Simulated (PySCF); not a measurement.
This PySCF input asks for the NMR shieldings of SMILES N#CCP(N)c1ccsc1, C6H7N2PS; the geometry comes from PBE0-D3(BJ)/def2-SVP.

```python
import basis_set_exchange as bse
import numpy as np
from pyscf import gto, dft
from pyscf.prop import nmr

atoms = """
N    -1.379817   -2.896788    1.279752
C    -1.579677   -1.765788    1.132939
C    -1.804914   -0.353026    0.907037
P    -1.276404    0.176293   -0.818874
N    -1.471522    1.859613   -0.587787
C     0.519873   -0.120457   -0.638236
C     1.402295    0.426885    0.348491
C     2.693924    0.002487    0.197217
S     2.857475   -1.068287   -1.136526
C     1.189181   -0.949385   -1.507891
H    -2.877977   -0.122012    0.997051
H    -1.270916    0.234378    1.672346
H    -0.808887    2.354903    0.004401
H    -1.633718    2.373650   -1.447275
H     1.095480    1.104229    1.148632
H     3.560901    0.256759    0.806132
H     0.769236   -1.501742   -2.348536
"""
names = dict.fromkeys(["N", "C", "P", "S", "H"], "pcSseg-1")
basis = {el: gto.basis.parse(bse.get_basis(n, elements=[el], fmt="nwchem")) for el, n in names.items()}
mol = gto.M(atom=atoms, basis=basis, charge=0, verbose=0)
mf = dft.RKS(mol, xc="GGA_XC_KT2")
mf.grids.level = 2
mf.grids.alignment = dft.numint.BLKSIZE   # the property module wants whole blocks of grid points
mf.conv_tol = 1e-9
mf.kernel()

calc = nmr.RKS(mf)   # GIAO
sigma = calc.kernel()   # uncoupled for a functional without exact exchange
for i, s in enumerate(sigma):   # ppm
    w = np.linalg.eigvalsh((s + s.T) / 2)
    print("%2d %-2s iso %8.1f  s11 %8.1f  s22 %8.1f  s33 %8.1f" % (i, mol.atom_pure_symbol(i), w.mean(), *w))
```

Task: What are the results?

Result: 
```
 0 N  iso    -19.6  s11   -181.2  s22   -179.7  s33    302.0
 1 C  iso     75.6  s11    -31.9  s22    -28.8  s33    287.4
 2 C  iso    156.8  s11    133.7  s22    162.4  s33    174.2
 3 P  iso    331.6  s11    293.4  s22    311.2  s33    390.1
 4 N  iso    218.2  s11    198.7  s22    215.3  s33    240.6
 5 C  iso     44.9  s11    -17.5  s22     17.3  s33    134.8
 6 C  iso     66.5  s11    -11.1  s22     54.1  s33    156.4
 7 C  iso     58.9  s11    -21.1  s22     57.5  s33    140.2
 8 S  iso    285.2  s11    167.1  s22    283.3  s33    405.2
 9 C  iso     54.8  s11    -28.1  s22     55.8  s33    136.6
10 H  iso     28.6  s11     24.3  s22     27.0  s33     34.5
11 H  iso     28.7  s11     25.9  s22     28.0  s33     32.0
12 H  iso     29.9  s11     22.2  s22     28.9  s33     38.7
13 H  iso     29.6  s11     22.6  s22     25.9  s33     40.4
14 H  iso     24.0  s11     20.6  s22     24.0  s33     27.6
15 H  iso     24.0  s11     20.7  s22     24.4  s33     26.9
16 H  iso     23.9  s11     20.8  s22     25.1  s33     25.9
```

These numbers come from an equivalent density-fitted implementation of the same equations, which agrees with the script to about 0.01 ppm for H and up to a few tenths of a ppm for heavy atoms, so last digits may differ.

Size and cost of the density-fitted run: 219 basis functions, 50 s wall time on 1 thread of an Arm Neoverse V2, shared host; peak memory 0.95 GiB.
